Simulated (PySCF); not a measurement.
Runs that did not reach their result, on `F[C@H](C)[S@@](CCC#N)=O` (driver script around PySCF, density fitting, GFN2-xTB geometry as the base; each input is a line of settings and coordinates in Å).

Command:
```bash
OMP_NUM_THREADS=1 python probes_run.py task.json out
```
Input:
```
{"job": {"kind": "nmr", "xc": "PBE", "basis": "pcSseg-1", "pop": true, "scf": {"max_cycle": 8}}, "charge": 0, "multiplicity": 1}
C     -2.210050     0.266010     0.959331
C     -1.879030    -0.715522    -0.135810
F     -1.971615    -0.164181    -1.387062
S     -0.115731    -1.388209     0.052926
O      0.071347    -1.506989     1.498367
C      0.753068     0.182472    -0.426394
C      2.240851    -0.040779    -0.178776
C      2.991981     1.155055    -0.468261
N      3.565324     2.113921    -0.707526
H     -1.723789    -0.072068     1.874257
H     -3.282391     0.320274     1.128305
H     -1.849703     1.259403     0.701680
H     -2.526479    -1.598415    -0.123671
H      0.534678     0.371343    -1.475280
H      0.380046     0.995683     0.192916
H      2.395470    -0.312375     0.870884
H      2.619024    -0.853592    -0.805959
```

Output:
```
final grid: 144568 points
cycle   1  E = -822.3091595164  dE =  1.266e+00  |g| = 1.166e+00  |ddm| = 3.935e+00
cycle   2  E = -819.1404289020  dE =  3.169e+00  |g| = 3.672e+00  |ddm| = 6.746e+00
cycle   3  E = -822.4610124546  dE = -3.321e+00  |g| = 6.756e-01  |ddm| = 6.471e+00
cycle   4  E = -822.5478343038  dE = -8.682e-02  |g| = 3.546e-01  |ddm| = 1.115e+00
cycle   5  E = -822.5627789133  dE = -1.494e-02  |g| = 2.168e-01  |ddm| = 4.170e-01
cycle   6  E = -822.5718035148  dE = -9.025e-03  |g| = 7.805e-02  |ddm| = 1.801e-01
cycle   7  E = -822.5730312585  dE = -1.228e-03  |g| = 2.119e-02  |ddm| = 7.020e-02
cycle   8  E = -822.5731174159  dE = -8.616e-05  |g| = 8.038e-03  |ddm| = 2.103e-02
SCF not converged, last energy = -822.5731174159
```

Rough CPU time on one thread of a shared machine: about 60 s.

Problem. Diagnose the run.

Solution. The cap of 8 cycles ended the SCF with an orbital gradient of 8.0e-03, before the energy threshold of 1e-09 Eh and the gradient threshold (its square root) were both met. Raise the cap. Its energy and orbitals aren't self-consistent and shouldn't be used.

Input:
```
{"job": {"kind": "uv", "xc": "PBE00", "basis": "def2-SVPD", "nstates": 1, "ntriplets": 2, "tda": false, "scf": {"conv": 1e-15, "max_cycle": 75}}, "charge": 0, "multiplicity": 1}
(coordinates as above)
```

Output:
```
KeyError: "LibXCFunctional: name 'PBE00' not found."
```

Problem. Diagnose the run.

Solution. The functional name PBE00 isn't known to the program. Correct the name (PBE0). The run gave no result.

Conformer computed: `[CH3:1][C@@H:2]([F:3])[S@:4](=[O:5])[CH2:6][CH2:7][C:8]#[N:9]`: C1–C2–S4–O5 36°, C2–S4–C6–C7 173°, S4–C6–C7–C8 -177°.
